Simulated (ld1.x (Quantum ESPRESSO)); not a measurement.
Pseudopotential generation for Ru (Z = 44): PAW, PBE, scalar-relativistic.

Input for ld1.x (Quantum ESPRESSO) 7.5:

```
&input
   title='Ru', zed=44., rel=1, dft='PBE', iswitch=3,
   config='[Kr] 4d7 5s1 5p0',
   nld=3, rlderiv=4.85, eminld=-2.0, emaxld=5.0, deld=0.02
 /
 &inputp
   pseudotype=3, lpaw=.true., tm=.true., lloc=-1, rcloc=1.40,
   nlcc=.true., new_core_ps=.true., rcore=1.05,
   which_augfun='PSQ', rmatch_augfun_nc=.true.,
   file_pseudopw='Ru.UPF', file_wfcaegen='ae.wfc', file_wfcncgen='nc.wfc', file_beta='beta', file_chi='chi', file_wfcusgen='us.wfc'
 /
6
5S  1  0   1.00   0.00  2.05  2.75  0.0
5S  1  0   0.00   0.30  2.05  2.75  0.0
5P  2  1   0.00   0.00  4.10  4.45  0.0
5P  2  1   0.00   4.85  4.10  4.45  0.0
4D  3  2   7.00   0.00  1.30  1.55  0.0
4D  3  2   0.00   0.85  1.30  1.55  0.0
 &test
   configts(1)='4d7 5s1 5p0'
 /
```

Command:

```bash
ld1.x < Ru.in > Ru.out
```

The program printed (shortened: banner, matrices, multipoles, cross overlaps and the repeated all-electron block are left out):

```
Program LD1 v.7.5
     --------------------------- All-electron run ----------------------------

     Ru
     scalar relativistic calculation

     atomic number is 44.00
     dft =PBE   lsd =0 sic =0 latt =0  beta=0.20 tr2=1.0E-14
     Exchange-correlation= PBE
                           (   1   4   3   4   0   0   0)
     mesh =1233 r(mesh) = 101.06970 a.u. xmin = -7.00 dx = 0.01250
     1 Ry =  13.60569312 eV, c = 137.03599908

     n l     nl                  e(Ry)          e(Ha)          e(eV)
     1 0     1S 1( 2.00)     -1612.3846      -806.1923    -21937.6096
     2 0     2S 1( 2.00)      -231.8268      -115.9134     -3154.1644
     2 1     2P 1( 6.00)      -207.6229      -103.8115     -2824.8535
     3 0     3S 1( 2.00)       -40.8245       -20.4122      -555.4456
     3 1     3P 1( 6.00)       -32.8704       -16.4352      -447.2241
     4 0     4S 1( 2.00)        -5.6131        -2.8066       -76.3706
     4 1     4P 1( 6.00)        -3.4115        -1.7057       -46.4157
     3 2     3D 1(10.00)       -20.0737       -10.0369      -273.1169
     4 2     4D 1( 7.00)        -0.3823        -0.1912        -5.2021
     5 0     5S 1( 1.00)        -0.3116        -0.1558        -4.2393
     5 1     5P 1( 0.00)        -0.0671        -0.0335        -0.9124

     final scf error:  6.1E-15 reached in  31 iterations

     Etot =   -9061.510603 Ry,   -4530.755302 Ha, -123288.132501 eV

     Ekin =    9370.519994 Ry,    4685.259997 Ha,  127492.419439 eV
     Encl =  -21859.366718 Ry,  -10929.683359 Ha, -297411.835423 eV
     Eh   =    3694.086781 Ry,    1847.043390 Ha,   50260.611109 eV
     Exc  =    -266.750660 Ry,    -133.375330 Ha,   -3629.327625 eV

     normalization and overlap integrals

     s(1S/1S) =  1.000000  <r> =   0.0334  <r2> =    0.0015  r(max) =   0.0216
     s(2S/2S) =  1.000000  <r> =   0.1457  <r2> =    0.0250  r(max) =   0.1229
     s(2P/2P) =  1.000000  <r> =   0.1270  <r2> =    0.0197  r(max) =   0.0981
     s(3S/3S) =  1.000000  <r> =   0.4027  <r2> =    0.1856  r(max) =   0.3600
     s(3P/3P) =  1.000000  <r> =   0.4030  <r2> =    0.1888  r(max) =   0.3555
     s(4S/4S) =  1.000000  <r> =   1.0189  <r2> =    1.1771  r(max) =   0.9193
     s(4P/4P) =  1.000000  <r> =   1.1285  <r2> =    1.4617  r(max) =   0.9785
     s(3D/3D) =  1.000000  <r> =   0.3841  <r2> =    0.1767  r(max) =   0.3022
     s(4D/4D) =  1.000000  <r> =   1.7020  <r2> =    3.6414  r(max) =   1.2102
     s(5S/5S) =  1.000000  <r> =   3.3894  <r2> =   13.3290  r(max) =   2.7273
     s(5P/5P) =  1.000000  <r> =   5.3169  <r2> =   33.9885  r(max) =   3.9682

     ------------------------ End of All-electron run ------------------------

     --------------------- Generating PAW atomic setup --------------------

      Generating local potential from pseudized AE potential:
      Matching radius rcloc =   1.4000

      Local pseudo, rcloc= 1.406 Estimated cut-off energy=    12.78 Ry

      Computing core charge for nlcc:

       r > 1.05 : true rho core
      Core charge pseudized with two Bessel functions
      Integrated core pseudo-charge :  11.30
      Wfc-us  5S rcutus= 2.762  Estimated cut-off energy=     5.84 Ry
      Wfc-us  5S rcutus= 2.762  Estimated cut-off energy=     6.88 Ry
      Wfc-us  5P rcutus= 4.441  Estimated cut-off energy=     3.85 Ry
      Wfc-us  5P rcutus= 4.441  Estimated cut-off energy=     3.76 Ry
      Wfc-us  4D rcutus= 1.554  Estimated cut-off energy=    47.06 Ry
      Wfc-us  4D rcutus= 1.554  Estimated cut-off energy=    51.37 Ry

     Required augmentation: PSQ   radius:    4.450000

     Q pseudized with Bessel functions
     Expected ecutrho=     230.6902 due to l1=  2   l2=  2

     Estimated PAW energy = -289.144733 Ryd

     ------------------- End of pseudopotential generation -------------------

     Computing logarithmic derivative in   4.87724
     Computing logarithmic derivative in   4.87724
     Computing the partial wave expansion
     R is outside the sphere for l=    0 j= 0.00
     R is outside the sphere for l=    0 j= 0.00
     R is outside the sphere for l=    1 j= 0.00
     R is outside the sphere for l=    1 j= 0.00
     R is outside the sphere for l=    2 j= 0.00
     R is outside the sphere for l=    2 j= 0.00

     ---------------------- Testing the pseudopotential ----------------------

     Ru
     scalar relativistic calculation

     atomic number is 44.00   valence charge is  8.00
     dft = SLA  PW   PBX  PBC   lsd =0 sic =0 latt =0  beta=0.20 tr2=1.0E-14
     mesh =1233 r(mesh) = 101.06970 xmin = -7.00 dx = 0.01250

     n l     nl             e AE (Ry)        e PS (Ry)    De AE-PS (Ry)
     3 2     4D   1( 7.00)       -0.38235       -0.38235        0.00000
     1 0     5S   1( 1.00)       -0.31159       -0.31159        0.00000
     2 1     5P   1( 0.00)       -0.06706       -0.06706       -0.00000

     eps = 9.7E-17  iter =  4

     Etot =   -9061.510603 Ry,   -4530.755302 Ha, -123288.132501 eV
     Etotps =  -289.144750 Ry,    -144.572375 Ha,   -3934.014733 eV

     Ekin =      77.692714 Ry,      38.846357 Ha,    1057.063218 eV
     Encl =    -131.468308 Ry,     -65.734154 Ha,   -1788.717450 eV
     Ehrt =      31.381498 Ry,      15.690749 Ha,     426.967037 eV
     Ecxc =    -266.750654 Ry,    -133.375327 Ha,   -3629.327538 eV
     (Ecc =     -18.289365 Ry,      -9.144683 Ha,    -248.839494 eV)

     ---------------------- End of pseudopotential test ----------------------
```

Note: ghost states, extra bound levels that the all-electron valence spectrum of the same l lacks: s at -313.9 eV, p at -89.7 eV. A true bound ghost makes a file unfit for plane-wave use.

Generation and configuration tests took about 2.6 s on one core of a shared server CPU.

Transferability test of the new file with ld1.x, input:

```
&input
   title='Ru', zed=44., rel=1, dft='PBE', iswitch=2,
   config='[Kr] 4d7 5s1 5p0'
 /
 &test
   file_pseudo='Ru.UPF', nconf=8,
   configts(1)='4d7 5s1 5p0',
   configts(2)='4d7 5s0 5p0',
   configts(3)='4d6 5s0 5p0',
   configts(4)='4d5 5s0 5p0',
   configts(5)='4d6 5s1 5p0',
   configts(6)='4d6 5s2 5p0',
   configts(7)='4d4 5s0 5p0',
   configts(8)='4d6 5s1 5p1'
 /
```

```bash
ld1.x < Ru.test.in > Ru.test.out
```

Pseudopotential blocks of its output, shortened (energy terms left out):

```
     ---------------------- Testing the pseudopotential ----------------------

     n l     nl             e AE (Ry)        e PS (Ry)    De AE-PS (Ry)
     3 2     4D   1( 7.00)       -0.38235       -0.38235        0.00000
     1 0     5S   1( 1.00)       -0.31159       -0.31159        0.00000
     2 1     5P   1( 0.00)       -0.06706       -0.06706       -0.00000

     eps = 9.7E-17  iter =  4

     Etot =   -9061.510603 Ry,   -4530.755302 Ha, -123288.132501 eV
     Etotps =  -289.144750 Ry,    -144.572375 Ha,   -3934.014733 eV

     ---------------------- End of pseudopotential test ----------------------

          ---------------------- Testing the pseudopotential ----------------------

     n l     nl             e AE (Ry)        e PS (Ry)    De AE-PS (Ry)
     3 2     4D   1( 7.00)       -0.92189       -0.92136       -0.00053
     1 0     5S   1( 0.00)       -0.77142       -0.77173        0.00031
     2 1     5P   1( 0.00)       -0.44984       -0.44154       -0.00830  !

     eps = 3.5E-15  iter = 12

     Etot =   -9060.974636 Ry,   -4530.487318 Ha, -123280.840289 eV
     Etotps =  -288.608527 Ry,    -144.304263 Ha,   -3926.719050 eV
     dEtot_ae =       0.535968 Ry
     dEtot_ps =       0.536223 Ry,   Delta E=      -0.000255 Ry

     ---------------------- End of pseudopotential test ----------------------

          ---------------------- Testing the pseudopotential ----------------------

     n l     nl             e AE (Ry)        e PS (Ry)    De AE-PS (Ry)
     3 2     4D   1( 6.00)       -1.77401       -1.78561        0.01160  !
     1 0     5S   1( 0.00)       -1.40128       -1.40366        0.00238
     2 1     5P   1( 0.00)       -0.98924       -0.92065       -0.06859  !

     eps = 6.0E-16  iter =  7

     Etot =   -9059.637961 Ry,   -4529.818980 Ha, -123262.653900 eV
     Etotps =  -287.267507 Ry,    -143.633754 Ha,   -3908.473548 eV
     dEtot_ae =       1.872643 Ry
     dEtot_ps =       1.877242 Ry,   Delta E=      -0.004600 Ry

     ---------------------- End of pseudopotential test ----------------------

          ---------------------- Testing the pseudopotential ----------------------

     n l     nl             e AE (Ry)        e PS (Ry)    De AE-PS (Ry)
     3 2     4D   1( 5.00)       -2.74533       -2.78569        0.04036  !
     1 0     5S   1( 0.00)       -2.11289       -2.12456        0.01167  !
     2 1     5P   1( 0.00)       -1.61922       -1.42066       -0.19856  !

     eps = 5.1E-15  iter =  9

     Etot =   -9057.387242 Ry,   -4528.693621 Ha, -123232.031306 eV
     Etotps =  -284.992160 Ry,    -142.496080 Ha,   -3877.515876 eV
     dEtot_ae =       4.123362 Ry
     dEtot_ps =       4.152589 Ry,   Delta E=      -0.029228 Ry

     ---------------------- End of pseudopotential test ----------------------

          ---------------------- Testing the pseudopotential ----------------------

     n l     nl             e AE (Ry)        e PS (Ry)    De AE-PS (Ry)
     3 2     4D   1( 6.00)       -1.13202       -1.13994        0.00792  !
     1 0     5S   1( 1.00)       -0.86537       -0.86593        0.00056
     2 1     5P   1( 0.00)       -0.51463       -0.49282       -0.02181  !

     eps = 9.7E-15  iter = 10

     Etot =   -9060.767382 Ry,   -4530.383691 Ha, -123278.020454 eV
     Etotps =  -288.398485 Ry,    -144.199242 Ha,   -3923.861284 eV
     dEtot_ae =       0.743222 Ry
     dEtot_ps =       0.746265 Ry,   Delta E=      -0.003043 Ry

     ---------------------- End of pseudopotential test ----------------------

          ---------------------- Testing the pseudopotential ----------------------

     n l     nl             e AE (Ry)        e PS (Ry)    De AE-PS (Ry)
     3 2     4D   1( 6.00)       -0.56373       -0.57011        0.00638  !
     1 0     5S   1( 2.00)       -0.38127       -0.38095       -0.00032
     2 1     5P   1( 0.00)       -0.09996       -0.09693       -0.00304

     eps = 2.5E-15  iter = 10

     Etot =   -9061.385604 Ry,   -4530.692802 Ha, -123286.431803 eV
     Etotps =  -289.016868 Ry,    -144.508434 Ha,   -3932.274819 eV
     dEtot_ae =       0.124999 Ry
     dEtot_ps =       0.127881 Ry,   Delta E=      -0.002882 Ry

     ---------------------- End of pseudopotential test ----------------------

          ---------------------- Testing the pseudopotential ----------------------

     n l     nl             e AE (Ry)        e PS (Ry)    De AE-PS (Ry)
     3 2     4D   1( 4.00)       -3.81315       -3.90104        0.08790  !
     1 0     5S   1( 0.00)       -2.89250       -2.92421        0.03171  !
     2 1     5P   1( 0.00)       -2.32348       -1.91020       -0.41328  !

     eps = 5.1E-15  iter =  7

     Etot =   -9054.115645 Ry,   -4527.057823 Ha, -123187.518967 eV
     Etotps =  -281.657736 Ry,    -140.828868 Ha,   -3832.148715 eV
     dEtot_ae =       7.394958 Ry
     dEtot_ps =       7.487014 Ry,   Delta E=      -0.092056 Ry

     ---------------------- End of pseudopotential test ----------------------

          ---------------------- Testing the pseudopotential ----------------------

     n l     nl             e AE (Ry)        e PS (Ry)    De AE-PS (Ry)
     3 2     4D   1( 6.00)       -0.67286       -0.70123        0.02836  !
     1 0     5S   1( 1.00)       -0.45387       -0.46646        0.01258  !
     2 1     5P   1( 1.00)       -0.15422       -0.15721        0.00299

     eps = 4.3E-15  iter = 25

     Etot =   -9061.095102 Ry,   -4530.547551 Ha, -123282.479317 eV
     Etotps =  -288.720540 Ry,    -144.360270 Ha,   -3928.243072 eV
     dEtot_ae =       0.415501 Ry
     dEtot_ps =       0.424209 Ry,   Delta E=      -0.008708 Ry

     ---------------------- End of pseudopotential test ----------------------
```
